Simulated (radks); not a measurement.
The numbers below are computed, except where a source is named.
The mean radii <r> (bohr) of the occupied orbitals of an atom or ion are listed with their occupations. Level of theory: scalar-relativistic Kohn-Sham, PBE, spin-polarised, spherical densities, point nucleus (a radial shooting solver on a logarithmic mesh with Libxc functionals).

orbital  occ.      <r>
1s up       1  0.08105
1s down     1  0.08105
2s up       1   0.3874
2s down     1   0.3874
2p up       3   0.3503
2p down     3   0.3502
3s up       1    1.232
3s down     1    1.236
3p up       3    1.350
3p down     2    1.359

Name the element and its charge. Open shells, if any, are filled with parallel spins first.

Answer. Z = 19, potassium, charge +2: K2+ in [Ne] 3s2 3p5. The 1s radius gives Z: for a bare nucleus <r> = (2 gamma + 1)/(2Z) with gamma = sqrt(1 - (Z/c)^2), 0.07844 bohr for Z = 19, and screening makes it slightly larger (0.08105 here). The occupations add up to 17, and the charge is Z minus that.
